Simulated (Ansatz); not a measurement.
Molecule: CH$_{3}$F$_{2}$Ge, charge 0, multiplicity 2. It need not be the lowest isomer of its formula. 
Geometry from a B3LYP-D3(BJ)/def2-TZVP (Ansatz, a quantum-chemistry and plane-wave program) optimisation:
SMILES: [CH3][Ge]([F])[F]
```xyz
7

C     -1.8273    -0.1287     0.2129
Ge     0.0813     0.0188    -0.3353
F      0.9115    -1.3325     0.4169
F      0.7317     1.4027     0.5266
H     -1.8094    -0.1712     1.3021
H     -2.2502    -1.0385    -0.2058
H     -2.3677     0.7485    -0.1342
```
Charge 0, spin multiplicity 2.

Total electronic energies in hartree. Correlated levels leave the core frozen unless marked. Open shells are spin-unrestricted. Spin-orbit coupling is left out. Frozen are the shells of the preceding noble gas and the d and f shells that filled before the atom's block. Non-relativistic. CBS marks a two-point X^-3 extrapolation of the correlation energy; Hartree-Fock from the larger set. [CCSD(T)-MP2]/basis is that difference in the basis named.

```json
[
 {"level": "HF/aug-cc-pVQZ", "program": "Ansatz", "energy (Eh)": "-2314.07785"},
 {"level": "HF/def2-QZVPPD", "program": "Ansatz", "energy (Eh)": "-2314.08116"},
 {"level": "RI-HF/cc-pVQZ", "program": "Ansatz", "energy (Eh)": "-2314.07672"},
 {"level": "RI-HF/def2-QZVPP", "program": "Ansatz", "energy (Eh)": "-2314.08076"},
 {"level": "BLYP-D3(BJ)/def2-TZVPD", "program": "Ansatz + dftd3", "energy (Eh)": "-2316.79731"},
 {"level": "revPBE/def2-TZVPD", "program": "Ansatz", "energy (Eh)": "-2316.52345"},
 {"level": "PBE0-D3(BJ)/def2-TZVP", "program": "Ansatz + dftd3", "energy (Eh)": "…"},
 {"level": "CAM-B3LYP-D4/def2-TZVPD", "program": "Ansatz + dftd4", "energy (Eh)": "-2316.82076"},
 {"level": "MP2/def2-TZVPPD", "program": "Ansatz", "energy (Eh)": "-2314.81197"},
 {"level": "MP2/aug-cc-pVQZ", "program": "Ansatz", "energy (Eh)": "-2314.93476"},
 {"level": "MP2/CBS(def2-TZVPP,def2-QZVPP)", "program": "Ansatz", "energy (Eh)": "-2314.9747"},
 {"level": "RI-MP2/cc-pVTZ", "program": "Ansatz", "energy (Eh)": "-2314.83074"},
 {"level": "RI-MP2/cc-pVQZ", "program": "Ansatz", "energy (Eh)": "-2314.92353"},
 {"level": "RI-MP2/def2-QZVPPD", "program": "Ansatz", "energy (Eh)": "-2314.92645"},
 {"level": "RI-MP2/CBS(def2-TZVPP,def2-QZVPP)", "program": "Ansatz", "energy (Eh)": "-2314.9744"},
 {"level": "SCS-MP2/aug-cc-pVQZ", "program": "Ansatz", "energy (Eh)": "-2314.92677"},
 {"level": "CCSD/STO-3G", "program": "Ansatz", "energy (Eh)": "-2287.12020"},
 {"level": "CCSD/def2-SVP", "program": "Ansatz", "energy (Eh)": "-2314.07425"},
 {"level": "CCSD/cc-pVTZ", "program": "Ansatz", "energy (Eh)": "-2314.84670"},
 {"level": "CCSD/def2-QZVPP", "program": "Ansatz", "energy (Eh)": "-2314.93500"},
 {"level": "CCSD(T)/def2-TZVPPD", "program": "Ansatz", "energy (Eh)": "-2314.85578"},
 {"level": "RI-MP2/CBS(def2-TZVPP,def2-QZVPP)+[CCSD(T)-MP2]/def2-SVP", "program": "Ansatz", "energy (Eh)": "-2315.0114"},
 {"level": "CCSD(T)/CBS(aug-cc-pVTZ,aug-cc-pVQZ)", "program": "Ansatz", "energy (Eh)": "-2315.0121"}
]
```

Task: Fill in the missing entries.

Result: 
- PBE0-D3(BJ)/def2-TZVP, energy (Eh): -2316.25957
